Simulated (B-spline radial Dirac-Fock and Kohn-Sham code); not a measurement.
## Relativistic shifts of the levels of Os⁷⁺

System: Os⁷⁺, [Xe] 4f14 5d1.

Both columns are ΔSCF binding energies of the configuration average from a radial finite-basis atomic code: non-relativistic Hartree-Fock with a point nucleus, and Dirac-Fock with a finite nucleus and the Coulomb interaction alone, averaged over the two j levels with weights 2j+1.

| shell | Hartree-Fock (eV) | Dirac-Fock (eV) | shift (eV) | shift (%) |
| --- | --- | --- | --- | --- |
| 1s | 67988.5 | 74365.6 | +6377.17 | +9.38 |
| 2s | 11440.0 | 13139.0 | +1699.04 | +14.85 |
| 2p | 10961.6 | 11529.2 | +567.59 | +5.18 |
| 3s | 2761.3 | 3182.7 | +421.48 | +15.26 |
| 3p | 2538.1 | 2696.4 | +158.30 | +6.24 |
| 3d | 2126.2 | 2108.0 | -18.25 | -0.86 |
| 4s | 676.1 | 780.2 | +104.12 | +15.40 |
| 4p | 580.5 | 617.1 | +36.60 | +6.31 |
| 4d | 406.1 | 400.8 | -5.36 | -1.32 |
| 4f | 174.9 | 163.1 | -11.84 | -6.77 |
| 5s | 183.1 | 202.3 | +19.15 | +10.46 |
| 5p | 149.1 | 154.3 | +5.21 | +3.49 |
| 5d | 101.7 | 99.99 | -1.76 | -1.73 |

Relativity binds 1s, 2s, 2p, 3s, 3p, 4s, 4p, 5s, 5p more strongly, among those listed most of all 4s in relative terms, and 3d, 4d, 4f, 5d more weakly, because the contracted s and p shells screen the nucleus better.

Values without a named source are computed, but for edge energies of neutral atoms, which are taken from tables.
